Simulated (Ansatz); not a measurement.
Gas-phase electronic energies from Ansatz, PBE0-D4/def2-TZVP geometries. CBS: MP2 limit from def2 TZ/QZ plus the TZ coupled-cluster correction, frozen cores. This one scheme is used for every species. DFT in def2-TZVPP. Each species was taken in one conformer, which may not be the lowest.

Consider the ligand exchange at the Si–F bond: `C=C[SiH](O)F` + HCl → `C=C[SiH](O)Cl` + H–F.

`C=C[SiH](O)F`:

Cartesian coordinates in Å:
```
C 1.487 -0.561 0.377
C 0.380 -0.023 0.882
Si -1.159 0.210 -0.117
O -0.860 0.129 -1.719
F -1.755 1.642 0.276
H 1.541 -0.889 -0.658
H 2.386 -0.705 0.969
H 0.383 0.277 1.928
H -2.213 -0.789 0.147
H -0.191 0.710 -2.085
```

HCl:

Cartesian coordinates in Å:
```
Cl -0.138 0.624 0.021
H 0.138 -0.624 -0.021
```

`C=C[SiH](O)Cl`:

```xyz
10

C    -0.095    0.201    1.653
C     0.126   -0.686    0.686
Si   -0.168   -0.295   -1.096
O    -0.427    1.301   -1.337
Cl    1.494   -0.929   -2.141
H     0.076   -0.029    2.701
H    -0.462    1.200    1.435
H     0.490   -1.676    0.956
H    -1.339   -0.989   -1.668
H     0.305    1.902   -1.189
```

H–F:

Cartesian coordinates in Å:
```
F 0.250 -0.359 -0.141
H -0.250 0.359 0.141
```

Q: Is it downhill or uphill in electronic energy at CCSD(T)/CBS, and by how much? (Estimate.)

A: The calculation gave: Uphill: ΔE = +42.9 kJ/mol.

Q: What do these levels give: PBE0, BHLYP, HF/def2-SVP, CCSD/def2-SVP, CCSD(T)/def2-SVP, SCS-MP2/def2-QZVPP? (An estimate is asked.)

A: Ansatz gave: PBE0 40.5, BHLYP 54.9, HF/def2-SVP 50.0, CCSD/def2-SVP 49.4, CCSD(T)/def2-SVP 48.4, SCS-MP2/def2-QZVPP 45.2 kJ/mol.

Q: What do rigid-rotor, harmonic-oscillator terms from PBE0-D4/def2-TZVP frequencies (298.15 K, 1 bar) make of the CCSD(T)/CBS value? (Estimate.)

A: Computed: ΔZPE = +3.5 kJ/mol, ΔH = +47.4 kJ/mol, ΔS = 0 J/(mol·K), ΔG = +47.4 kJ/mol.

Largest T1 diagnostic among the species: 0.012.

Leaving LDA and LC-ωPBE aside and taking each functional with its dispersion term where it has one, the values, not all of them listed here, spread over 19.3 kJ/mol, from revPBE-D4 to CAM-B3LYP-D4. At CCSD(T), def2-SVP lies +5.5 kJ/mol from the extrapolated value and def2-TZVPP +4.5 kJ/mol. In def2-TZVPP, CCSD(T) changes the Hartree–Fock value by −11.2 kJ/mol (the triples alone add −2.6 kJ/mol) and MP2 by −17.7 kJ/mol.
